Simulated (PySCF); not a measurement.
Structure problem from calculated spectra and properties.

Formula: C6H12OSi2.

| Quantity | Value |
| --- | --- |
| Valence photoelectron | vertical ionisation energy: 8.82 eV [ΔSCF CAM-B3LYP/def2-SVPD] |
| Triplet | lowest triplet excitation (Tamm–Dancoff): 4.80 eV [TDA CAM-B3LYP/def2-SVPD] |
| Rotational structure | rotational constants A, B, C: 1.456, 0.882, 0.773 GHz [PBE0-D3(BJ)/def2-SVP] |
| 1H NMR | chemical shifts (computed TMS as zero) by class: 3.71 (1 H), 3.61 (3 H), 3.50 (1 H), 2.61 (1 H), 2.13 (1 H), 1.38 (1 H), 1.32 (1 H), 1.02 (1 H), 0.54 (1 H), 0.53 (1 H) ppm [GIAO PBE0/pcSseg-1] |
| NMR, other nuclei | isotropic shieldings of nuclei other than C and H, by class: 321 (1 O), 348 (1 Si), 428 (1 Si) ppm [GIAO PBE0/pcSseg-1] |
| 13C NMR | chemical shifts (computed TMS as zero) by class: 106.6 (1 C), 88.7 (1 C), 53.9 (1 C), 23.1 (1 C), 20.2 (1 C), 11.5 (1 C) ppm [GIAO PBE0/pcSseg-1] |
| Dipole | 0.54 D [CAM-B3LYP/def2-SVPD] |

The electronic properties come from PySCF, for the isolated species, density fitting. Levels stand in brackets. Isolated species at its PBE0-D3(BJ)/def2-SVP geometry (one conformer only). NMR values are class means; diastereotopic atoms form classes of their own.

Problem. What is the compound? Reason from the data.

Solution. Numbering: `[CH:1]#[C:2][Si@:3]1([O:4][CH3:5])[CH2:6][CH2:7][CH2:8][SiH2:9]1`. Its formula, C6H12OSi2, gives 3 degrees of unsaturation: 1 ring and 2 π bonds in the structure found. 6 carbons fall into 6 classes; from least to most shielded: terminal alkyne carbon [C1] (106.6 ppm), alkyne carbon [C2] (88.7 ppm), methoxy carbon [C5] (53.9 ppm), ring CH2 carbon [C7] (23.1 ppm), ring sp3 carbon bound to silicon [C6] (20.2 ppm), ring sp3 carbon bound to silicon [C8] (11.5 ppm). Hydrogen classes from least to most shielded: 1 H on an SiH2 silicon, Si9 (3.71 ppm), 3 H on a methoxy carbon, C5 (3.61 ppm), 1 H on an SiH2 silicon, Si9 (3.50 ppm), 1 H on a terminal alkyne carbon, C1 (2.61 ppm), 1 H on a ring CH2 carbon, C7 (2.13 ppm), 1 H on an sp3 carbon bound to silicon, C6 (1.38 ppm), 1 H on an sp3 carbon bound to silicon, C8 (1.32 ppm), 1 H on a ring CH2 carbon, C7 (1.02 ppm), 1 H on an sp3 carbon bound to silicon, C6 (0.54 ppm), 1 H on an sp3 carbon bound to silicon, C8 (0.53 ppm). The other shieldings belong to: 321 ppm, silyl ether oxygen [O4]; 348 ppm, oxygen-bound silicon [Si3]; 428 ppm, SiH2 silicon [Si9]. The first electron is taken from the HOMO, whose largest Löwdin shares are 0.23 on the SiH2 silicon, 0.19 on the oxygen-bound silicon, 0.11 on the silyl ether oxygen and 0.10 on an sp3 carbon bound to silicon. The optimised geometry has point group C1 and is an asymmetric top. Structure: `C#C[Si@]1(OC)CCC[SiH2]1`. Computed isomers that give other values at the same levels: `CC[Si]1(O)C=C[SiH2]C=C1` (13C chemical shifts (computed TMS as zero) by class: 160.9 (2 C), 154.3 (2 C), 10.1 (1 C), 7.8 (1 C) ppm); `C#C[SiH2]O[SiH2]C1CCC1` (13C chemical shifts (computed TMS as zero) by class: 104.7 (1 C), 87.9 (1 C), 25.5 (1 C), 24.8 (2 C), 21.9 (1 C) ppm); `CC#C[Si@@H]1O[SiH2]C[C@H]1C` (13C chemical shifts (computed TMS as zero) by class: 112.8 (1 C), 84.9 (1 C), 21.2 (1 C), 19.1 (1 C), 17.7 (1 C), 5.8 (1 C) ppm). The assignments are read from this structure; whether some other isomer fits the data as well wasn't checked. The mirror image fits equally.
